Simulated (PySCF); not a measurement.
**Heteronuclear NMR**

Geometry:
```json
{"atom": "O1", "x (Å)": "1.697", "y (Å)": "0.836", "z (Å)": "0.130"}
{"atom": "Si2", "x (Å)": "0.738", "y (Å)": "2.112", "z (Å)": "-0.116"}
{"atom": "O3", "x (Å)": "-0.818", "y (Å)": "1.705", "z (Å)": "-0.269"}
{"atom": "Si4", "x (Å)": "-2.095", "y (Å)": "0.718", "z (Å)": "-0.331"}
{"atom": "O5", "x (Å)": "-1.699", "y (Å)": "-0.835", "z (Å)": "-0.129"}
{"atom": "Si6", "x (Å)": "-0.740", "y (Å)": "-2.111", "z (Å)": "0.116"}
{"atom": "O7", "x (Å)": "0.816", "y (Å)": "-1.703", "z (Å)": "0.264"}
{"atom": "Si8", "x (Å)": "2.094", "y (Å)": "-0.717", "z (Å)": "0.328"}
{"atom": "H9", "x (Å)": "0.834", "y (Å)": "2.943", "z (Å)": "1.077"}
{"atom": "H10", "x (Å)": "1.144", "y (Å)": "2.695", "z (Å)": "-1.389"}
{"atom": "H11", "x (Å)": "-2.951", "y (Å)": "1.077", "z (Å)": "0.793"}
{"atom": "H12", "x (Å)": "-2.643", "y (Å)": "0.836", "z (Å)": "-1.675"}
{"atom": "H13", "x (Å)": "-1.136", "y (Å)": "-2.694", "z (Å)": "1.390"}
{"atom": "H14", "x (Å)": "-0.842", "y (Å)": "-2.939", "z (Å)": "-1.079"}
{"atom": "H15", "x (Å)": "2.951", "y (Å)": "-1.079", "z (Å)": "-0.794"}
{"atom": "H16", "x (Å)": "2.641", "y (Å)": "-0.836", "z (Å)": "1.673"}
```

Relativity neglected, one conformer, rapidly exchanging positions averaged, no solvent model. PBE0/pcSseg-1 with gauge-including orbitals; geometry: GFN2-xTB; PySCF.

(1) Predict the 29Si NMR data.

(2) Where does 17O resonate?

Answers

(1) 
| atoms | environment | σ (ppm) | δ (ppm) |
| --- | --- | --- | --- |
| Si2/Si4/Si6/Si8 | silicon bonded to 2 O, 2 H, in a 8-membered ring | 403.5 | -51.7 |

Shieldings were converted by a linear fit to measured shifts: 29Si: δ = 279.94 − 0.822σ (rms 8.9 ppm, 72 shifts, 25.8 ppm with the 6 outliers that the fit left out vs TMS, solution or neat liquid). A few per cent of atoms miss by over 2 rms, more outside the fitted compound classes.

On a 600 MHz spectrometer 29Si resonates near 119.2 MHz, so 1 ppm is 119.2 Hz.

(2) 
```tsv
atoms	environment	σ (ppm)	δ (ppm)
O1/O3/O5/O7	oxygen bonded to 2 Si, in a 8-membered ring	243.0	45.4
```

Shieldings were converted by a linear fit to measured shifts: 17O: δ = 266.70 − 0.911σ (rms 10.7 ppm, 155 shifts, 12.2 ppm with the 3 outliers that the fit left out vs liquid water, solution or neat liquid). Occasional misses reach two or three times the rms, and more in compound classes unlike the fitted ones.

On a 300 MHz spectrometer 17O resonates near 40.7 MHz, so 1 ppm is 40.7 Hz.
